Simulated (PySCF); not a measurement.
C3H6BFO, SMILES C=CCB(O)F. Atoms are numbered in the order given.

```xyz
12

B      0.5156     0.5460     0.6668
C      0.3199    -0.9452     0.1554
C     -0.9638    -1.1232    -0.6007
C     -1.1203    -0.9486    -1.9194
H      0.3928    -1.6379     1.0096
H      1.1902    -1.1604    -0.4934
H     -1.8521    -1.3491     0.0034
H     -0.2686    -0.7286    -2.5730
H     -2.0987    -1.0452    -2.3974
F      1.3803     0.7990     1.6502
O     -0.1307     1.5983     0.1287
H     -0.7333     1.3153    -0.5764
```
Charge 0, spin multiplicity 1.

The structure is a stationary point at B3LYP-D3(BJ)/def2-SVP. The structure was generated by enumeration, and PubChem lists no compound with its InChIKey, so it may never have been made. The values are those of a single conformer.

Level of theory: HF/pcSseg-1 (PySCF).

GIAO shieldings, no solvent; atoms listed in one row are averaged. δ = σ(ref) − σ: ¹¹B against BF3 (σ = 102.7 ppm); ¹³C against TMS (σ = 192.6 ppm); ¹H against TMS (σ = 31.99 ppm); ¹⁹F against CFCl3 (σ = 238.5 ppm); ¹⁷O against H2O (σ = 333.0 ppm), references at their B3LYP-D3(BJ)/def2-TZVP geometries, non-relativistic.

**Question.** Estimate the chemical shifts. (The exact figures need the calculation; the answer reports its results.)

**Answer.** 
| nucleus | atoms | count | δ (ppm) |
|---|---|---|---|
| ¹¹B | B1 | 1 | 19.7 |
| ¹³C | C3 | 1 | 150.1 |
| ¹³C | C4 | 1 | 125.9 |
| ¹³C | C2 | 1 | 20.5 |
| ¹H | H7 | 1 | 6.43 |
| ¹H | H9 | 1 | 5.73 |
| ¹H | H12 | 1 | 5.73 |
| ¹H | H8 | 1 | 5.65 |
| ¹H | H5, H6 | 2 | 1.96 |
| ¹⁹F | F10 | 1 | -72.0 |
| ¹⁷O | O11 | 1 | 123.6 |
